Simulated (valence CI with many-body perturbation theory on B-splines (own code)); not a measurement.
Questions on Ir⁴⁴⁺

Computed by configuration interaction combined with many-body perturbation theory (CI+MBPT): five valence electrons over a frozen Dirac-Fock core [Ar] 3d10, radial functions for each j: 11 s, 11 p, 10 d, 8 f, 5 g, 2 h, with the one-electron correlation potential Σ1, the two-electron term Σ2, the three-electron term Σ3, Breit, model QED; selected CI, second order for the rest, scaled by the run's own slope (own B-spline code, finite nucleus).

The last digits are not significant, and no measured levels were compared; by estimate large intervals hold to a few tenths of a per cent, small ones and those within an open d or f shell to about a per cent. Among the levels kept, up to 2200 cm⁻¹ of a level comes from second order outside the variational space, and about a tenth of that is noise between levels of different J, which matters for small intervals.

Levels are named by their leading jj configuration (3d3/2^4 stands for four electrons in 3d with j = 3/2), which in mixed levels can hold well under half, so a name can repeat and another be missing.

Rates and lifetimes use the calculated energies. Strong lines usually hold to 10 to 20 %, long lifetimes can be off by a factor of two.

Task: What is the ground level?

Result: (4s^2 4p1/2^2 4p3/2) J=3/2, composition 47 % 4s2.4p3 2P° + 27 % 4s2.4p3 2D° + 26 % 4s2.4p3 4S°, g = 1.358.

Task: Name the longest-lived excited levels whose lifetime is computed, and their main decay.

Result: (4s^2 4p1/2 4p3/2 4d5/2) J=9/2 at 306.84 eV lives 2.92 μs, mostly by E2 to (4s^2 4p1/2^2 4d5/2) J=5/2; (4s^2 4p1/2 4p3/2^2) J=5/2 at 117.23 eV lives 339 ns, mostly by M1 to (4s^2 4p1/2^2 4p3/2) J=3/2; (4s^2 4p1/2 4p3/2^2) J=1/2 at 124.51 eV lives 112 ns, mostly by M1 to (4s^2 4p1/2^2 4p3/2) J=3/2.

Task: What is the ionisation energy?

Result: 2260.2 eV; NIST lists 2258 ± 4 eV (theoretical).

Task: Where does the other parity begin?

Result: At (4s^2 4p1/2^2 4d3/2) J=3/2, 164.69 eV.

Task: How well does LS coupling describe the low levels?

Result: Among the lowest 20 levels the leading LS term, summed over configurations, holds 53 % on average. For single configurations the figures are 52 % in LS and 94 % in jj coupling. Terms mix most in the J = 5/2 level at 195.11 eV, where the leading one holds 31 %.

Task: Among levels below 618.48 eV, which E1 lines absorb most strongly from the ground level?

Result: to (4s^2 4p1/2 4p3/2 4d3/2) J=5/2 at 4.179 nm, f = 0.757; to (4s^2 4p1/2 4p3/2 4d3/2) J=3/2 at 4.159 nm, f = 0.646; to (4s 4p1/2^2 4p3/2^2) J=3/2 at 5.268 nm, f = 0.268.
